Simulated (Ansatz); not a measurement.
Geometry optimisation, RKS PBE/STO-3G in Ansatz.

input.yaml

```yaml
crystal:
  periodic: [false, false, false]
  atoms:
    - { symbol: O, position_ang: [0.3322, 1.2591, 2.1158] }
    - { symbol: C, position_ang: [0.2141, 0.5685, 1.0825] }
    - { symbol: "N", position_ang: [1.0989, -0.412, 0.4835] }
    - { symbol: Al, position_ang: [0.5631, -0.3611, -1.3192] }
    - { symbol: F, position_ang: [0.8177, -1.2457, -2.8775] }
    - { symbol: Si, position_ang: [-1.1589, 0.2799, -0.1375] }
    - { symbol: H, position_ang: [2.0263, -0.8573, 0.8711] }
    - { symbol: H, position_ang: [-2.0064, -0.8009, 0.3111] }
    - { symbol: H, position_ang: [-1.7984, 1.523, -0.5469] }
basis:
  gaussian: { orbitals: STO-3G }
hamiltonian:
  xc: pbe
relax:
  f_tol: 0.02
  max_steps: 50
```

Run as:

```bash
$ ansatz run input.yaml --threads 1 --pin off --max-ram 2048MiB --backend cpu --events-out ev --progress --plain --runs-dir out
```

Q: Where does it end, and by what steps?

A: It converged. Limits of this set-up: minimal basis. After 8 steps the energy has fallen by 1.544 eV; H7 moved furthest, 0.56 Å.

| step | energy less start (eV) | largest force component (eV/Å) | accepted |
| --- | --- | --- | --- |
| 0 | 0.0000 | 3.538 | yes |
| 1 | -1.0840 | 2.439 | yes |
| 2 | -1.3994 | 1.419 | yes |
| 3 | -1.4941 | 1.755 | yes |
| 4 | -1.5322 | 0.453 | yes |
| 5 | -1.5311 | 0.272 | no |
| 6 | -1.5410 | 0.051 | yes |
| 7 | -1.5435 | 0.028 | yes |
| 8 | -1.5436 | 0.012 | yes |

```xyz
9
Properties=species:S:1:pos:R:3
O 0.403 0.784 2.245
C 0.220 0.364 1.068
N 1.254 -0.269 0.237
Al 0.414 -0.643 -1.297
F 1.129 -1.367 -2.585
Si -1.302 0.302 -0.182
H 2.207 -0.364 0.686
H -2.423 -0.481 0.329
H -1.813 1.628 -0.518
```

Whether the end is a true minimum wasn't checked by a vibrational analysis.

Time of the run: 29 s on 1 thread of Arm Neoverse V2, with other jobs on the host, peak memory 0.2 GiB.
